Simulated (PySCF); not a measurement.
Numbering as in the mapped SMILES `[CH2:1]=[CH:2][CH2:3][C:4](=[O:5])[C:6](=[CH2:7])[SiH2:8][NH2:9]`. Each H is labelled by its parent atom. Ha(C1) is cis to C3; Ha(C7) is cis to C4; Hb(C1) is trans to C3; Hb(C7) is trans to C4.

Method: PBE0/pcSseg-1 with gauge-including orbitals, GFN2-xTB structure, in PySCF 2.14 (non-relativistic, in vacuum, one computed conformer, fast rotation and ring inversion assumed for equivalent nuclei).

Shifts are taken against calculated references (same method and geometry level): TMS for ¹³C (σref 186.93).

Do the ¹³C shifts follow the atomic charges (in e)? Tabulate both.

Answers


| atoms | hybridisation | δ (ppm) | σ para (ppm) | Hirshfeld | IAO | Mulliken | ESP-fitted |
| --- | --- | --- | --- | --- | --- | --- | --- |
| C4 | sp2 | 208.3 | -274 | +0.16 | +0.38 | +0.28 | +0.50 |
| C6 | sp2 | 156.2 | -235 | -0.10 | -0.32 | -0.59 | -0.17 |
| C7 | sp2 | 148.8 | -221 | -0.06 | -0.24 | -0.03 | -0.35 |
| C2 | sp2 | 146.3 | -216 | -0.03 | -0.12 | -0.23 | -0.01 |
| C1 | sp2 | 124.9 | -192 | -0.10 | -0.32 | -0.15 | -0.55 |
| C3 | sp3 | 52.0 | -117 | -0.08 | -0.32 | -0.16 | -0.25 |

Correlation coefficients of δ with charge over these carbons: Hirshfeld +0.66, IAO +0.72, Mulliken +0.33, ESP-fitted +0.63; with the paramagnetic shielding -1.00. Among the 5 sp2 carbons alone: Hirshfeld +0.91, IAO +0.92, Mulliken +0.57, ESP-fitted +0.94. With so few points, grouped by hybridisation, these coefficients are fragile. Charge is one influence among several: hybridisation and low-lying excitations act through the paramagnetic term.

Shifts are as computed. Against solution values, carbons near 30 ppm lie about +3 ppm off and those near 130 ppm about +5 ppm. Of 1309 compounds with measured shifts, 239 miss one by over three times the rms of a fit or turn the order of signals round; such compounds aren't used in these exercises.
